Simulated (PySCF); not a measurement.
Species: C2H4BCl3.
Z-matrix (Å and degrees, PBE0-D3(BJ)/def2-SVP geometry), rows numbered from 1:
```
Cl
C   1  1.7900
C   2  1.5124  1  111.57
B   3  1.5639  2  116.35  1   179.26
Cl  4  1.7514  3  120.00  2  -177.27
Cl  4  1.7540  3  122.03  2     2.91
H   2  1.0983  1  106.89  3   122.33
H   2  1.0982  1  106.95  3  -122.43
H   3  1.1056  2  110.33  1   -58.24
H   3  1.1050  2  110.39  1    56.32
```

Jobs on this species (10 atoms, 72 electrons) with PySCF (density fitting). Hardware of each: one thread, Arm Neoverse V1 (aarch64), shared host. Times come from a shared host and carry two figures at best. Peak memory is the resident size of the whole Python process, interpreter and libraries included.

Question: Rank these jobs by wall time, shortest first.
A. PBE0/6-31+G*; 10 singlets by full TDDFT, 4 Tamm–Dancoff triplets, polarisability; 128 basis functions
B. B97-D/pcSseg-2; shieldings; 293 basis functions
C. HF/pcSseg-2; shieldings; 293 basis functions

Answer: A (14 s), C (27 s), B (50 s).

All jobs:

```tsv
level and settings	work	basis functions	SCF cycles	wall time	peak memory
PBE0/6-31+G*	10 singlets by full TDDFT, 4 Tamm–Dancoff triplets, polarisability	128	12	14 s	0.63 GiB
HF/pcSseg-2	shieldings	293	10	27 s	1.1 GiB
LDA/pcSseg-2	shieldings	293	14	43 s	0.96 GiB
B3LYP/pcSseg-2	shieldings	293	13	43 s	1.2 GiB
B97-D/pcSseg-2	shieldings	293	14	50 s	0.95 GiB
PBE0-D3(BJ)/def2-SVP, grid level 1	geometry optimisation from a GFN2-xTB start shaken at random	116	57	51 s	0.48 GiB
BLYP/pcSseg-2	shieldings	293	14	53 s	0.95 GiB
KT3/pcSseg-2	shieldings	293	15	53 s	0.95 GiB
KT2/pcSseg-2	shieldings	293	15	54 s	0.95 GiB
```

What do all jobs in the table cost together?

About 6.5 min; the longest takes about 14 % of that, and about 3.9 times as long as the shortest.
